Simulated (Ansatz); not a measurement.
Reaction (formal exchange of groups at the As–O bond): `O[AsH][GeH3]` + `C=[N][SbH2]` → `[GeH3][AsH][SbH2]` + `C=NO`

Isolated molecules relaxed with PBE0-D4/def2-TZVP in Ansatz; ΔE leaves out vibrations. CCSD(T)/CBS adds triple-zeta CCSD(T) − MP2 to the extrapolated MP2 energy (def2 sets, frozen cores). This one scheme is used for every species. DFT in def2-TZVPP. HSE06 is defined as in plane-wave codes. def2 core potentials past Kr. For As, Ge, Sb outer-core shells are correlated without core-valence functions, which leaves a few kJ/mol of doubt a bond. Scalar relativity is left out up to krypton. Each species was taken in one conformer, which may not be the lowest.

`O[AsH][GeH3]`:

Z-matrix (Å, degrees):
```
Ge
As 1 2.432
H 1 1.535 2 110.9
H 1 1.537 2 108.8 3 -120.7
H 1 1.540 2 108.5 3 120.8
O 2 1.812 1 95.1 3 43.1
H 2 1.530 1 91.6 3 -53.2
H 6 0.961 2 107.6 1 140.0
```

`C=[N][SbH2]`:

Cartesian coordinates in Å:
```
C -0.426 1.138 -0.383
N -0.737 -0.049 -0.654
Sb 0.576 -1.590 -0.272
H -1.127 1.944 -0.637
H 0.506 1.459 0.108
H -0.374 -2.186 1.019
H 1.584 -0.716 0.820
```

`[GeH3][AsH][SbH2]`:

Z-matrix (Å, degrees):
```
Ge
As 1 2.423
H 1 1.538 2 109.0
H 1 1.538 2 107.9 3 118.4
H 1 1.540 2 112.7 3 -121.4
Sb 2 2.643 1 93.5 3 164.6
H 2 1.522 1 92.7 3 69.7
H 6 1.709 2 91.9 1 -163.7
H 6 1.708 2 95.0 1 -72.2
```

`C=NO`:

Cartesian coordinates in Å:
```
C 0.010 0.866 0.133
N 0.110 -0.336 0.510
O -0.084 -1.220 -0.530
H 0.150 1.624 0.894
H -0.205 1.144 -0.897
H 0.018 -2.079 -0.110
```

Q: Is it downhill or uphill in electronic energy at CCSD(T)/CBS, and by how much? (An estimate is asked.)

A: Computed: Uphill: ΔE = +47.7 kJ/mol.

Q: What do these levels give: PBE0-D4, CAM-B3LYP-D4, B2PLYP, HSE06, CCSD/def2-SVP, CCSD(T)/def2-TZVPP? (Estimate.)

A: Ansatz gave: PBE0-D4 31.8, CAM-B3LYP-D4 51.6, B2PLYP 55.4, HSE06 33.5, CCSD/def2-SVP 18.5, CCSD(T)/def2-TZVPP 51.7 kJ/mol.

Largest T1 diagnostic among the species: 0.015.

From BLYP to BHLYP (50 % exact exchange), in def2-TZVPP and without D4, ΔE moves by +4.5 kJ/mol. At CCSD(T), def2-SVP lies −31.1 kJ/mol from the extrapolated value and def2-TZVPP +4.0 kJ/mol.
